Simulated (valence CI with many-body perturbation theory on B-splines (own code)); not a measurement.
## Level structure of Hg⁴⁷⁺

Computed by configuration interaction combined with many-body perturbation theory (CI+MBPT): five valence electrons over a frozen Dirac-Fock core [Ar] 3d10, a basis of 11 s, 11 p, 10 d, 8 f, 5 g, 2 h functions for each j, with the one-electron correlation potential Σ1, the two-electron term Σ2, the three-electron term Σ3, Breit, model QED; selected CI, second order for the rest, scaled by the run's own slope (own B-spline code, finite nucleus).

No measured spectrum was set against this ion. As an estimate, large intervals hold to a few tenths of a per cent, small ones and those within an open d or f shell to about a per cent. Among the levels kept, up to 2000 cm⁻¹ of a level comes from second order outside the variational space, and about a tenth of that is noise between levels of different J, which matters for small intervals.

Levels 91 to 135 of 176, with energies above the lowest level, (4s^2 4p1/2^2 4p3/2) J=3/2. "Leading %" is the weight of the configuration and term that name the level; weights of strongly mixed levels are sums over their largest components and can fall short. In the jj column 3d3/2^4 stands for four electrons in 3d with j = 3/2. Lifetimes count E1, E2, E3, M1 and M2 decay at the calculated energies, and are blank where another channel may lead or the interval is too uncertain; long ones can be off by a factor of two.

```
No.  Configuration  Term     J  E (× 10³ cm⁻¹)  Leading %  Lifetime     Second component                     Leading jj
 91     4s2.4p2.4f   2H°   9/2          4649.9         22   1.02 ps  20 % 4s2.4p.4d2 2H°  4s^2 4p1/2 4p3/2 4f5/2 (26 %)
 92      4s.4p3.4d   4F°   3/2          4652.7         15   1.21 ps  12 % 4s2.4p2.4f 2P°  4s 4p1/2 4p3/2^2 4d3/2 (35 %)
 93     4s2.4p.4d2   2F°   5/2          4654.7         26   1.64 ps  16 % 4s2.4p2.4f 2F°      4s^2 4p1/2 4d5/2^2 (53 %)
 94     4s2.4p2.4f   2F°   7/2          4662.9         15   1.04 ps  13 % 4s2.4p.4d2 2F°  4s^2 4p1/2 4p3/2 4f7/2 (23 %)
 95     4s2.4p.4d2   2P°   1/2          4669.5         46   1.81 ps   19 % 4s.4p3.4d 4D°      4s^2 4p1/2 4d5/2^2 (57 %)
 96      4s.4p3.4d   4F°   3/2          4688.5         22    955 fs    9 % 4s.4p3.4d 2D°  4s 4p1/2 4p3/2^2 4d3/2 (55 %)
 97      4s.4p3.4d   2G°   9/2          4699.1         32   1.43 ps   16 % 4s.4p3.4d 4G°  4s 4p1/2 4p3/2^2 4d3/2 (50 %)
 98      4s.4p3.4d   4P°   5/2          4715.2         33    434 fs   16 % 4s.4p3.4d 4D°  4s 4p1/2 4p3/2^2 4d3/2 (79 %)
 99      4s.4p3.4d   4D°   1/2          4728.1         43    689 fs  10 % 4s2.4p.4d2 2P°  4s 4p1/2 4p3/2^2 4d3/2 (71 %)
100      4s.4p3.4d   4P°   3/2          4741.8         34    378 fs   24 % 4s.4p3.4d 4S°  4s 4p1/2 4p3/2^2 4d3/2 (88 %)
101      4s.4p3.4d   4D°   7/2          4744.6         27    480 fs   16 % 4s.4p3.4d 2F°  4s 4p1/2 4p3/2^2 4d3/2 (73 %)
102      4s.4p3.4d   6D°   9/2          4762.3         38   2.25 ps   23 % 4s.4p3.4d 4F°  4s 4p1/2 4p3/2^2 4d5/2 (90 %)
103      4s.4p3.4d   4F°   3/2          4776.2         36    502 fs   19 % 4s.4p3.4d 4D°  4s 4p1/2 4p3/2^2 4d3/2 (90 %)
104      4s.4p3.4d   4F°   5/2          4781.7         25    659 fs   15 % 4s.4p3.4d 2F°  4s 4p1/2 4p3/2^2 4d3/2 (83 %)
105      4s.4p3.4d   2F°   5/2          4793.6         27    497 fs   16 % 4s.4p3.4d 4G°  4s 4p1/2 4p3/2^2 4d3/2 (87 %)
106      4s.4p3.4d   2G°   7/2          4797.3         21    698 fs   20 % 4s.4p3.4d 4D°  4s 4p1/2 4p3/2^2 4d5/2 (50 %)
107      4s.4p3.4d   2G°   7/2          4820.3         35    465 fs   22 % 4s.4p3.4d 4D°  4s 4p1/2 4p3/2^2 4d3/2 (62 %)
108      4s.4p3.4d   4G°  11/2          4849.9         94   3.30 ps                       4s 4p1/2 4p3/2^2 4d5/2 (94 %)
109      4s.4p3.4d   2P°   1/2          4852.8         40    312 fs   18 % 4s.4p3.4d 4P°  4s 4p1/2 4p3/2^2 4d3/2 (76 %)
110     4s.4p2.4d2    4F   3/2          4856.1         41   10.7 ps   32 % 4s.4p2.4d2 6G      4s 4p1/2^2 4d3/2^2 (95 %)
111      4s.4p3.4d   2P°   3/2          4869.7         25    384 fs   19 % 4s.4p3.4d 4D°  4s 4p1/2 4p3/2^2 4d3/2 (75 %)
112      4s.4p3.4d   4F°   9/2          4870.3         49   1.78 ps   32 % 4s.4p3.4d 2G°  4s 4p1/2 4p3/2^2 4d5/2 (84 %)
113      4s.4p3.4d   4D°   1/2          4875.8         25   1.30 ps   19 % 4s.4p3.4d 2P°  4s 4p1/2 4p3/2^2 4d5/2 (83 %)
114     4s.4p2.4d2    4F   5/2          4901.3         25   10.2 ps   15 % 4s.4p2.4d2 6G      4s 4p1/2^2 4d3/2^2 (91 %)
115      4s.4p3.4d   4D°   5/2          4905.3         29    457 fs   19 % 4s.4p3.4d 2F°  4s 4p1/2 4p3/2^2 4d5/2 (46 %)
116      4s.4p3.4d   4D°   1/2          4919.1         36    330 fs   16 % 4s.4p3.4d 2P°  4s 4p1/2 4p3/2^2 4d3/2 (77 %)
117      4s.4p3.4d   4D°   5/2          4924.9         27    554 fs   15 % 4s.4p3.4d 4P°  4s 4p1/2 4p3/2^2 4d5/2 (57 %)
118      4s.4p3.4d   2D°   3/2          4928.4         21    286 fs   14 % 4s.4p3.4d 2P°  4s 4p1/2 4p3/2^2 4d3/2 (67 %)
119      4s.4p3.4d   2D°   3/2          4949.3         27    704 fs   22 % 4s.4p3.4d 4D°  4s 4p1/2 4p3/2^2 4d5/2 (79 %)
120      4s.4p3.4d   2P°   1/2          4959.8         44    646 fs   33 % 4s.4p3.4d 2S°  4s 4p1/2 4p3/2^2 4d5/2 (55 %)
121      4s.4p3.4d   2F°   7/2          4960.9         48   1.68 ps   22 % 4s.4p3.4d 2G°  4s 4p1/2 4p3/2^2 4d5/2 (90 %)
122     4s.4p2.4d2    4P   1/2          4965.0         46   8.30 ps   27 % 4s.4p2.4d2 6D      4s 4p1/2^2 4d3/2^2 (92 %)
123      4s.4p3.4d   4D°   5/2          4972.0         34    690 fs   29 % 4s.4p3.4d 2D°  4s 4p1/2 4p3/2^2 4d5/2 (83 %)
124      4s.4p3.4d   2F°   7/2          5011.3         40    827 fs   20 % 4s.4p3.4d 4D°  4s 4p1/2 4p3/2^2 4d5/2 (88 %)
125      4s.4p3.4d   2P°   3/2          5019.3         37    713 fs   21 % 4s.4p3.4d 4D°  4s 4p1/2 4p3/2^2 4d5/2 (83 %)
126      4s.4p3.4d   2G°   9/2          5025.7         73    826 fs   11 % 4s.4p3.4d 4G°  4s 4p1/2 4p3/2^2 4d5/2 (87 %)
127      4s.4p3.4d   4D°   7/2          5034.3         42    603 fs   15 % 4s.4p3.4d 2F°  4s 4p1/2 4p3/2^2 4d5/2 (95 %)
128      4s.4p3.4d   4D°   5/2          5043.7         30    696 fs   23 % 4s.4p3.4d 2D°  4s 4p1/2 4p3/2^2 4d5/2 (87 %)
129      4s.4p3.4d   2F°   5/2          5051.4         49   1.31 ps   19 % 4s.4p3.4d 2D°  4s 4p1/2 4p3/2^2 4d5/2 (90 %)
130      4s.4p3.4d   2P°   3/2          5076.5         41    879 fs   28 % 4s.4p3.4d 2D°  4s 4p1/2 4p3/2^2 4d5/2 (88 %)
131      4s.4p3.4d   2F°   7/2          5099.7         46    590 fs   14 % 4s.4p3.4d 4D°  4s 4p1/2 4p3/2^2 4d5/2 (82 %)
132      4s.4p3.4d   2D°   5/2          5104.8         48    555 fs   17 % 4s.4p3.4d 4P°  4s 4p1/2 4p3/2^2 4d5/2 (87 %)
133      4s.4p3.4d   2S°   1/2          5135.4         41    546 fs   25 % 4s.4p3.4d 2P°  4s 4p1/2 4p3/2^2 4d5/2 (88 %)
134      4s.4p3.4d   2D°   3/2          5136.7         41    478 fs    9 % 4s.4p3.4d 4D°  4s 4p1/2 4p3/2^2 4d5/2 (86 %)
135     4s.4p2.4d2    4F   7/2          5141.1         25   3.79 ps   17 % 4s.4p2.4d2 6G  4s 4p1/2^2 4d3/2 4d5/2 (88 %)
```

Where two levels of one J and parity lie close, their mixing, g and order are uncertain.
